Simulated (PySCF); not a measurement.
Species: C6H9PS.
Structure used (GFN2-xTB), in Å, numbered top down from 1:
```xyz
17
C6H9PS angstrom
C     -1.4429    0.3355   -1.2587
C     -0.7532    0.6068    0.0787
C     -1.5038   -0.0648    1.2291
C      0.6841    0.1516    0.0402
C      1.0548   -1.1370   -0.1569
S      2.7325   -1.4881   -0.1728
C      3.2152    0.1331    0.0985
P      2.0083    1.3225    0.2601
H     -1.4920   -0.7333   -1.4543
H     -0.8955    0.8101   -2.0705
H     -2.4563    0.7306   -1.2467
H     -0.7511    1.6897    0.2533
H     -1.5549   -1.1405    1.0771
H     -2.5182    0.3225    1.2935
H     -0.9992    0.1270    2.1739
H      0.3918   -1.9704   -0.3071
H      4.2735    0.3167    0.1527
```

ESP-fitted charges (e) from the PBE0/pcSseg-1 density (PySCF), one withheld:

```json
{"atom": "C1", "bonded to": "C2 H9 H10 H11", "charge": "-0.5075"}
{"atom": "C2", "bonded to": "C1 C3 C4 H12", "charge": "+0.4091"}
{"atom": "C3", "bonded to": "C2 H13 H14 H15", "charge": "-0.5079"}
{"atom": "C4", "bonded to": "C2 C5 P8", "charge": "?"}
{"atom": "C5", "bonded to": "C4 S6 H16", "charge": "-0.3359"}
{"atom": "S6", "bonded to": "C5 C7", "charge": "+0.0485"}
{"atom": "C7", "bonded to": "S6 P8 H17", "charge": "-0.2055"}
{"atom": "P8", "bonded to": "C7 C4", "charge": "-0.1724"}
{"atom": "H9", "bonded to": "C1", "charge": "+0.1150"}
{"atom": "H10", "bonded to": "C1", "charge": "+0.1156"}
{"atom": "H11", "bonded to": "C1", "charge": "+0.1294"}
{"atom": "H12", "bonded to": "C2", "charge": "-0.0037"}
{"atom": "H13", "bonded to": "C3", "charge": "+0.1143"}
{"atom": "H14", "bonded to": "C3", "charge": "+0.1298"}
{"atom": "H15", "bonded to": "C3", "charge": "+0.1158"}
{"atom": "H16", "bonded to": "C5", "charge": "+0.2349"}
{"atom": "H17", "bonded to": "C7", "charge": "+0.2137"}
```

Problem. What is the charge on C4?

Solution. The charges add up to the total charge, 0. The others sum to -0.1068, which leaves +0.1068 e for C4 (substituted aromatic carbon); the computed value is +0.1069, the difference coming from rounding.

Problem. Add each hydrogen's charge to the atom that carries it.

Solution. C1 -0.1475, C2 +0.4054, C3 -0.1480, C5 -0.1010, C7 +0.0082. Atoms without hydrogen keep their charges.

Problem. Across which bond do the charges differ most?

Solution. C2–C3: +0.4091 on C2 against -0.5079 on C3, a difference of 0.9170 e (C1–C2 within 0.003 e of it).

Problem. Take the bonds between elements whose Pauling electronegativities differ by more than 0.25. In how many does the more electronegative atom carry the lower charge?

Solution. In 9 of 11; it doesn't in C4–P8 and C2–H12.

Problem. How much positive and how much negative charge does this set hold in all?

Solution. +1.7330 e on 11 atoms and -1.7329 e on 6.

The ESP scheme is a least-squares fit of atom-centred charges to the potential on four shells outside the van der Waals surface, with the total charge fixed. Isolated species at its GFN2-xTB geometry (one conformer only).
